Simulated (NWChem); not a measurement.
A series in which one site is exchanged, each optimised at PBE0/def2-SVP with NWChem, gas phase unless a solvent is named. All stand in one matching conformer (torsions within 35°), which need not be the lowest. For some, no frequency run checked for a minimum. def2 effective core potentials on In; no spin-orbit coupling.

A: BC=C (C$_{2}$H$_{5}$B; site = B)
B: C=[CH][AlH2] (C2H5Al; site = Al)
C: C=[CH][GaH2] (C2H5Ga; site = Ga)
D: C=[CH][InH2] (C2H5In; site = In)

```tsv
quantity	A	B	C	D
dipole (D), PBE0/def2-SVP	1.39	[?]	0.87	0.61
orbital gap (eV), PBE0/def2-SVP	6.41	[?]	6.32	5.84
static polarisability, CAM-B3LYP/def2-SVPD (bohr³)	41.8	[?]	55.9	64.5
lowest singlet excitation, CAM-B3LYP/def2-SVPD, TDA (eV)	5.41	[?]	4.89	4.56
```

Task: Fill in the missing entries.

Result: 
- dipole (D), PBE0/def2-SVP, B: 0.90
- orbital gap (eV), PBE0/def2-SVP, B: 6.43
- static polarisability, CAM-B3LYP/def2-SVPD (bohr³), B: 54.6
- lowest singlet excitation, CAM-B3LYP/def2-SVPD, TDA (eV), B: 5.06
